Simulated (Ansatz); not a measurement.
CH3OSbZn at its PBE0-D4/def2-TZVP geometry, where that method's forces vanish. Charge 0, multiplicity 1. Sb takes the def2 core potential. The bonds changed during the relaxation, so this is another structure than the one it started from.

```xyz
7

O     0.1632    1.8970   -0.6893
Sb   -0.7483    0.9945    0.8040
C    -0.6236   -0.8094    0.0637
Zn    2.2008   -2.2621    0.6688
H     0.2599    2.8379   -0.5220
H    -1.0528   -1.6544    0.5908
H    -0.1992   -1.0034   -0.9160
```

Task: What forces (eV/Å) does ωB97M-V/def2-TZVPP give on these atoms in Ansatz? (Estimate.)

Result: Ansatz gave: 
```
O1  -0.017  0.054  0.049
Sb2  0.032 -0.315 -0.142
C3  -0.109  0.270  0.066
Zn4  0.060 -0.034  0.011
H5   0.009 -0.051 -0.034
H6   0.045  0.060 -0.038
H7  -0.020  0.017  0.088
```
